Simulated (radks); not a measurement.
The numbers below are computed, except where a source is named.
Rb III, configuration [Ar] 3d10 4s2 4p5. Level of theory: scalar-relativistic Kohn-Sham, PBE, spin-unpolarised, spherical densities, point nucleus (a radial shooting solver on a logarithmic mesh with Libxc functionals).

Radial electron density D(r) = 4 pi r^2 rho(r):

r (bohr)  D(r) (e/bohr)
0.004423          7.250
0.005027          8.870
0.005759          10.92
0.006545          13.18
0.007499          15.96
0.008523          18.93
0.009764          22.45
0.0111            26.04
0.01271           30.05
0.01445           33.86
0.01642           37.52
0.01882           41.00
0.02139           43.63
0.0245            45.49
0.02785           46.16
0.0319            45.70
0.03626           44.27
0.04154           42.10
0.04722           40.00
0.05366           38.55
0.06148           38.42
0.06988           40.06
0.08006           43.63
0.09099           48.06
0.1042            52.60
0.1185            55.26
0.1357            55.04
0.1543            51.60
0.1753            45.73
0.2009            38.74
0.2283            33.65
0.2616            31.57
0.2973            32.92
0.3406            36.31
0.3871            38.93
0.4435            38.80
0.5041            35.13
0.5729            28.78
0.6564            21.00
0.746             14.58
0.8547            9.921
0.9714            7.640
1.113             6.720
1.265             6.357
1.449             5.772
1.647             4.803
1.872             3.563
2.145             2.260
2.438             1.283
2.793            0.6040
3.174            0.2547
3.636           0.08447
4.133           0.02444
4.735          0.005127
5.382         0.0009107

D(r) has 3 maxima, at r = 0.0283, 0.126, 0.413 bohr, and minima at 0.0581, 0.264 bohr, inside which lie 2.06, 11.06 electrons.
